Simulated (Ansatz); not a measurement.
**Redistribution: C2H4F2 + C2H3F2I → C2H4FI + C2H3F3**

Gas-phase species: C2H4F2 (1,2-difluoroethane) `FCCF`, singlet; C2H3F2I `FCC(F)I`, singlet; C2H4FI (1-fluoro-2-iodoethane) `FCCI`, singlet; C2H3F3 (1,1,2-trifluoroethane) `FCC(F)F`, singlet. The partners trade F for I; both sit on C, so the bond types are kept.

Shapes, held fixed at every level: PBE0-D4/def2-TZVP. Flexible molecules stand in one conformer, not always the lowest. Programs: Ansatz 0.2.0. The zero-point and thermal change to 298 K, harmonic and unscaled (PBE0-D4/def2-TZVP), is +0.6 kJ/mol.

```csv
level,kind,ΔH(298 K) (kJ/mol),less CCSD(T)/def2-TZVPP
PBE-D4/def2-TZVPP,GGA,-34.1,+10.8
B3LYP-D4/def2-TZVPP,global hybrid,-36.5,+8.4
BHLYP-D4/def2-TZVPP,global hybrid,-42.8,+2.1
wB97X-V/def2-TZVPP,range-separated hybrid,-41.7,+3.2
CCSD/def2-SVP,coupled cluster or CI,-54.7,-9.8
CCSD/def2-TZVPP,coupled cluster or CI,-46.1,-1.2
CCSD(T)/def2-TZVPP,coupled cluster or CI,-44.9,0.0
```

The highest level, CCSD(T)/def2-TZVPP, gives ΔH(298 K) = -44.9 kJ/mol; the levels span -54.7 to -34.1. The column of differences is taken from that level and isn't an error. No measured value is set beside it here. For atoms past krypton def2 sets carry core potentials with scalar relativity. Outer-core shells of I are correlated, in sets that cover them unevenly.
